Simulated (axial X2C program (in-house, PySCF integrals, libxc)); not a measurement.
**Spin–orbit effects down a group: molecules with F, CCSD**

All values come from calculations with an axial X2C code built on PySCF integrals, spin-free (one-electron X2C) or two-component (2c: spin–orbit coupling with atomic mean-field Coulomb and Gaunt terms, which also bring small scalar terms), in Dyall basis sets with cores contracted in-house; open shells are unrestricted.

Basis sets: F dyall-av3z, Ge dyall-cv3z, Pb dyall-cv3z, Sn dyall-cv3z. Frozen shells (counts by l): GeF Ge 3s2p1d, F 1s, 11 electrons correlated; SnF Sn 4s3p1d, F 1s, 21 electrons correlated; PbF Pb 5s4p3d1f, F 1s, 11 electrons correlated. Coupled cluster in natural virtuals with an MP2 remainder. Where the outer core of a metal is frozen, bonds come out longer and ionisation energies lower. Frozen cores can differ along the series, which adds to the trend.

```csv
molecule,spin-free state,Re (Å),ωe (cm⁻¹),De (eV),2c state,Re 2c (Å),ωe 2c (cm⁻¹),De 2c (eV)
GeF,"M_S = 1/2, Λ = 1",1.752,666.7,5.08,Ω = 1/2,1.753,665.3,n/a
SnF,"M_S = 1/2, Λ = 1",1.944,587.3,4.90,Ω = 1/2,1.947,583.8,n/a
PbF,"M_S = 1/2, Λ = 1",2.059,519.9,4.42,Ω = 1/2,2.073,500.9,3.66
```

Question: Work out the shifts from the spin-free to the two-component result.

Answer: 

```json
{"molecule": "GeF", "2c state": "Ω = 1/2", "ΔRe (Å)": "0.001", "Δωe (cm⁻¹)": "-1.4", "ΔDe (eV)": "n/a"}
{"molecule": "SnF", "2c state": "Ω = 1/2", "ΔRe (Å)": "0.003", "Δωe (cm⁻¹)": "-3.5", "ΔDe (eV)": "n/a"}
{"molecule": "PbF", "2c state": "Ω = 1/2", "ΔRe (Å)": "0.014", "Δωe (cm⁻¹)": "-19.0", "ΔDe (eV)": "-0.76"}
```

Shifts of one unit in the last digit are rounding.

Each entry is the lowest single determinant of a limited PBE0 search at one distance. De goes to single-determinant-based atoms at the same level (for ions the charge split of lowest energy) and is withheld (n/a) where an atom does not fit its ground term or J level. Main or longest-lived isotopes.
